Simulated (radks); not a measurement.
Fractional charge and spin in the 6s shell of neodymium: the spin-up occupation runs from 0 to 1 and the spin-down occupation from 0 to 1; the fullest corner is Nd, [Xe] 4f(up 2, down 2) 6s(up 1, down 1). All-electron calculation, scalar-relativistic Kohn-Sham, r2SCAN, spin-polarised, spherical densities, finite nucleus; meta-GGA in the generalised Kohn-Sham scheme; Fermi nuclear charge, rms radius of each element as measured or else 0.836 A^(1/3) + 0.57 fm. Program: a radial shooting solver on a logarithmic mesh with Libxc functionals. Energy (eV) above the fullest corner. The planes named below are the two flat planes that join the four corners, with an edge along up + down = one added electron.

down \ up,0,0.25,0.5,0.75,1
0,16.060,13.051,10.244,7.682,5.391
0.25,13.051,10.381,7.914,5.688,3.724
0.5,10.244,7.914,5.787,3.894,2.256
0.75,7.682,5.688,3.894,2.330,1.011
1,5.391,3.724,2.256,1.011,0.000

Corners above the fullest one (they belong to Nd+ and the next ion): (up 1, down 0) 5.391 eV, (up 0, down 1) 5.391 eV, (up 0, down 0) 16.060 eV. With half an added electron in each spin the energy lies 0.396 eV from the planes, and with half an added electron in spin up alone -0.482 eV. The planes are only a guide here: the flat-plane condition holds for ground states with one frontier orbital, while this shell lies below other occupied shells, so the corners above the fullest one are inner-hole states and not the ground states of those ions.
